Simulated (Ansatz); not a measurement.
Input for Ansatz (a first-principles code): R-PBE/def2-TZVPP on F2Se (SMILES F[Se]F), atoms moved off the minimum.

Ansatz 0.2 input:
```yaml
crystal:
  periodic: [false, false, false]
  atoms:
    - {symbol: Se, position_ang: [0.08720236, -0.04025546, 0.36371810]}
    - {symbol: F, position_ang: [0.57057263, 1.17594903, -0.71568950]}
    - {symbol: F, position_ang: [-0.79156908, -1.06625618, -0.74435675]}
basis:
  gaussian:
    orbitals: def2-TZVPP
hamiltonian:
  xc: {name: PBE}
scf: {lower_state_search: off}
output: {forces: true}
```

The head of its log:

```
WARN ansatz: RAYON_NUM_THREADS=1 ignored (pool sized by the plan → 1); use --threads N
Functional definition: PBE
these checks for a lower state are left out or cut short: stability, starts, cluster_reference, orbital_swaps, neighbouring_geometries, increment
integrals: 0.03 GiB planned
699 factors; their error is unknown
mean field: 0.24 GiB planned
mean field evaluation 1: about -70767.1772 eV, gradient 4.7e1 eV
mean field evaluation 2: about -70747.3426 eV, gradient 1.2e2 eV
```

Task: Give the final energy of this run.

Result: -2600.7533 hartree.
